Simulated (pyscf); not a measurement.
## `[CH3][B]([CH3])[F]`, singlet

Gas-phase minimum from PySCF at ωB97X-D3(BJ)/def2-SVP, one conformer. 

```xyz
10

C     -1.3105     1.1291    -0.7928
B     -0.0404     0.2537    -0.4813
C      0.2578    -1.1546    -1.1168
F      0.8509     0.7473     0.3933
H     -1.1159     2.2079    -0.6900
H     -1.7464     0.9209    -1.7818
H     -2.0813     0.8683    -0.0429
H      0.9546    -1.7594    -0.5167
H     -0.6606    -1.7296    -1.3142
H      0.7334    -0.9806    -2.1005
```

Bonds (Å): C1–B2 1.574, C1–H5 1.101, C1–H6 1.101, C1–H7 1.107, B2–C3 1.574, B2–F4 1.343, C3–H8 1.101, C3–H9 1.101, C3–H10 1.106. Bond angles (°): B2–C1–H5 112.6, B2–C1–H6 113.1, B2–C1–H7 107.3, H5–C1–H6 109.8, H5–C1–H7 106.9, H6–C1–H7 106.8, C1–B2–C3 124.8, C1–B2–F4 117.4, C3–B2–F4 117.8, B2–C3–H8 113.1, B2–C3–H9 112.4, B2–C3–H10 107.4, H8–C3–H9 109.8, H8–C3–H10 107.4 (the first ones only).

Properties at ωB97X-D3(BJ)/def2-SVP:

```json
{
  "harmonic_wavenumbers_unscaled": "51, 98, 301, 378, 413, 665, 737, 824, 894, 955, 1170, 1285, 1366, 1368, 1436, 1442, 1455, 1457, 3055, 3056, 3141, 3142, 3180, 3181 cm⁻¹",
  "zero_point_energy": "50.1 kcal/mol",
  "rotational_symmetry_number": "1",
  "Entropy of this conformer at 298 K and 1 atm, rigid rotor and harmonic oscillator, modes under 100 cm⁻¹ raised to 100": "310.9 J/(mol K)",
  "dipole_moment": "1.31 D"
}
```

Single-point totals, which compare only within one level (frozen core for MP2 and CC):

```csv
level,total energy (hartree)
ωB97X-D3(BJ)/def2-TZVP,-204.75199
PBE/def2-TZVP,-204.41819
r²SCAN/def2-TZVP,-204.56484
B3LYP-D3(BJ)/def2-TZVP,-204.69805
PBE0-D3(BJ)/def2-TZVP,-204.44687
M06-2X/def2-TZVP,-204.58757
ωB97M-D3(BJ)/def2-TZVP,-204.72241
HF/def2-TZVPP,-203.51698
MP2/def2-TZVPP,-204.22005
CCSD/def2-TZVPP,-204.25567
CCSD(T)/def2-TZVPP,-204.28064
```

Soft torsions are taken as harmonic, which can shift the entropy by several J/(mol K). The CCSD(T) − MP2 part came from Ansatz, without density fitting, on the same reference.
